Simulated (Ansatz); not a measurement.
The first iterations of a band of CH5FOSi + H2 (11 atoms, charge 0, multiplicity 1).

The calculation used UKS B3LYP/6-31G in Ansatz.

```json
{
 "movable images": "9",
 "climbing image": "yes",
 "spring": "5.0 eV/Å²",
 "optimiser": "quadratic models (default)",
 "start path": "through a guess of the saddle point",
 "force threshold": "0.05 eV/Å",
 "iteration limit": "60",
 "end points": "relaxed"
}
```

Initial state:

```xyz
11
Properties=species:S:1:pos:R:3
Si -0.974 0.502 0.769
F 0.222 1.608 0.270
O -0.930 -0.920 -0.172
C 0.087 -1.955 -0.130
H -2.307 1.112 0.518
H -0.658 0.186 2.203
H 1.570 2.878 -1.295
H 1.982 3.267 -1.779
H -0.359 -2.857 -0.552
H 0.413 -2.159 0.900
H 0.954 -1.662 -0.732
```

Final state:

```xyz
11
Properties=species:S:1:pos:R:3
Si -1.069 0.897 0.406
F 2.200 0.998 -0.323
O -0.980 -0.692 -0.266
C 0.184 -1.561 -0.209
H -2.518 1.260 0.401
H -0.493 0.965 1.795
H 1.602 1.595 -0.763
H -0.334 1.918 -0.446
H -0.051 -2.438 -0.815
H 0.383 -1.878 0.823
H 1.077 -1.064 -0.602
```

| iteration | highest image above the first end (eV) | largest band force component (eV/Å) |
| --- | --- | --- |
| 1 | 2.855 | 10.208 |
| 2 | 2.481 | 1.840 |
| 3 | 2.719 | 1.780 |
| 4 | 2.763 | 1.647 |
| 5 | 2.590 | 1.790 |
| 6 | 2.379 | 1.838 |
| 7 | 2.367 | 1.842 |

Q: Does the band converge within its limit, and where does its top end?

A: The run converged. It ended after 23 iterations with the highest image 2.467 eV above the first end. Neighbouring images differ by up to 1.5 eV, so the band resolves the path poorly. A vibrational analysis at the climbing image gives one clearly imaginary mode, 1196i cm⁻¹: a first-order saddle point. The orbitals stay closed-shell, which can raise the energy where a bond breaks towards radicals; this wasn't checked here. Limits of this set-up: no polarisation functions.

Run time: 7.3 min on 1 thread of Intel(R) Xeon(R) 6975P-C (Granite Rapids), with other jobs on the host, peak memory 0.18 GiB.
